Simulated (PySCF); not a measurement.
# Yb (ytterbium, neutral) across methods

[Xe] 4f13 6s2 6p1, one real determinant (an excited configuration). Computed with PySCF 2.14 in ANO-RCC-VTZP (8s7p5d3f2g1h, 104 functions), with scalar relativity by spin-free X2C-1e.

| method | E (hartree) | mean ε 6s α (eV) | mean ε 6s β (eV) | mean ε 6p α (eV) | Σ⟨r²⟩ (bohr²) | ⟨S²⟩ |
| --- | --- | --- | --- | --- | --- | --- |
| PBE0 | -14058.83 | -6.733 | -6.225 | -3.151 | 86.19 | 2.071 |
| r2SCAN | -14059.16 | -6.003 | -5.709 | -2.722 | 86.02 | 2.160 |
| LDA | -14049.62 | -6.162 | -5.801 | -2.464 | 85.47 | 2.017 |
| PBE | -14059.08 | -5.985 | -5.616 | -2.548 | 85.96 | 2.049 |

(1) Estimate the same row for UHF.

⟨L²⟩ = 14.24 against 20 for a pure G term, so this real determinant mixes terms. Spin-orbit coupling, absent here, splits the open shell strongly. ⟨S²⟩ = 2.07 against 2.00 shows spin contamination.

## Answers

(1) E (hartree) = -14054.04568; mean ε 6s α (eV) = -8.354; mean ε 6s β (eV) = -7.242; mean ε 6p α (eV) = -4.622; Σ⟨r²⟩ (bohr²) = 89.29; ⟨S²⟩ = 2.209.
